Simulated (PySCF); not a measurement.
Fine-structure interval of W(37+) by level of theory

W(37+) [Kr] 4d1 [4d3/2^1, M_J = 3/2] → W(37+) [Kr] 4d1 [4d5/2^1, M_J = 5/2], as a difference of total energies. Calculation: PySCF 2.14, in an even-tempered Gaussian basis (17 s from 4.1 bohr⁻², ratio 2.8; 14 p from 5.4 bohr⁻², ratio 2.8; 9 d from 5.4 bohr⁻², ratio 2.8; 3 f from 19 bohr⁻², ratio 3); the two-component X2C-1e Hamiltonian. Correlated levels: [Ar] 3d10 frozen; the 96 highest virtual spinors dropped. "Screened" scales the spin-orbit matrix elements by Boettger's factors to mimic the two-electron term; Breit and QED terms are absent.

```csv
method,fine-structure interval (cm⁻¹)
GHF (screened spin-orbit),160920
GMP2 (screened spin-orbit),161320
GHF (bare spin-orbit),186240
```
